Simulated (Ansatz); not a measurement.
Cartesian coordinates (Å):
SMILES: [H]/N=C(\O)NC
```xyz
11

C     -1.6005     0.1149    -0.1059
N     -0.4015    -0.3105     0.5822
C      0.8198    -0.0053     0.0699
N      0.9742     0.8046    -0.9034
O      1.7878    -0.6763     0.7756
H     -1.5621     1.1925    -0.2627
H     -1.7113    -0.3624    -1.0862
H     -2.4633    -0.1263     0.5150
H     -0.4396    -1.1473     1.1398
H      1.9542     0.9718    -1.1116
H      2.6422    -0.4557     0.3872
```
Charge 0, spin multiplicity 1.

The numbers are results of frozen-core CCSD(T)/cc-pVTZ // r2SCAN-D4/def2-TZVP run with Ansatz (a first-principles code), not measurements.

```yaml
HF energy: -263.08806 Ha
MP2 correlation energy: -0.98624 Ha
```

Estimate the CCSD correlation energy, the (T) correction, the total energy and the T1 diagnostic.


```yaml
CCSD correlation energy: -1.01008 Ha
"(T) correction": -0.04256 Ha
CCSD(T) total energy: -264.14069 Ha
T1 diagnostic: 0.012
```
